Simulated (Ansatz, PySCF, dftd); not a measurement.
System: NS, charge 0, doublet. NS (SMILES [N]=S, doublet).
B3LYP-D3(BJ)/def2-TZVP minimum from Ansatz (a quantum-chemistry and plane-wave program):
```
N
S 1 1.4918
```
Charge 0, spin multiplicity 2.

Wanted: enthalpy of formation at 298 K (by atomisation, with ideal-gas terms from PySCF's Hessian at B3LYP-D3(BJ)/def2-TZVP and the atoms' measured values of the G2/97 table; no spin-orbit terms), in kcal/mol. Radicals and triplets start from unrestricted determinants; spin-orbit coupling is neglected. Cores are frozen in correlated methods. Rows without X2C or -DK are non-relativistic. CBS(X,Y): correlation extrapolated as X^-3, Hartree-Fock from the larger set (Q,5: extrapolated as (X+1)exp(-9√X)). A bracket is a step between two methods taken in the basis named. The functionals are non-relativistic, so their misses hold any scalar relativity. 'core' is core correlation in cc-pwCVTZ (1s frozen past Ne), 'X2C' scalar relativity in cc-pVTZ-DK, both at CCSD(T). The UHF reference of NS ([N]=S, doublet) is spin-contaminated (<S^2> up to 0.24 over the pure value in the sets run).

```csv
level,program,enthalpy of formation at 298 K (kcal/mol),difference against the last row
HF/cc-pV(D+d)Z,Ansatz,162.3,96.9
B3LYP-D3(BJ)/def2-TZVPD,Ansatz + dftd3,64.3,-1.1
CAM-B3LYP-D4/def2-TZVPD,Ansatz + dftd4,67.7,2.3
CAM-B3LYP/def2-TZVPD,Ansatz,68.1,2.7
"MP2/CBS(cc-pV(Q+d)Z,cc-pV(5+d)Z)",Ansatz,71.0,5.6
CCSD/cc-pV(D+d)Z,Ansatz,98.5,33.1
CCSD/cc-pV(Q+d)Z,Ansatz,81.0,15.6
"CCSD/CBS(cc-pV(T+d)Z,cc-pV(Q+d)Z)",Ansatz,78.0,12.6
CCSD(T)/cc-pV(D+d)Z,Ansatz,91.2,25.8
CCSD(T)/cc-pV(T+d)Z,Ansatz,77.3,11.9
"CCSD(T)/CBS(cc-pV(Q+d)Z,cc-pV(5+d)Z) + core + X2C",Ansatz,66.5,1.1
CCSDT(Q)/cc-pV(D+d)Z,Ansatz,90.0,24.6
"CCSD(T)/CBS(cc-pV(Q+d)Z,cc-pV(5+d)Z) + [CCSDT(Q) - CCSD(T)]/cc-pV(T+d)Z + [CCSDTQ - CCSDT(Q)]/cc-pV(D+d)Z + core + X2C",Ansatz,65.4,0.0
"CCSD(T)/CBS(cc-pV(Q+d)Z,cc-pV(5+d)Z) + [CCSDT(Q) - CCSD(T)]/cc-pV(Q+d)Z + [CCSDTQ - CCSDT(Q)]/cc-pV(D+d)Z + core + X2C",Ansatz,65.4,0.0
```
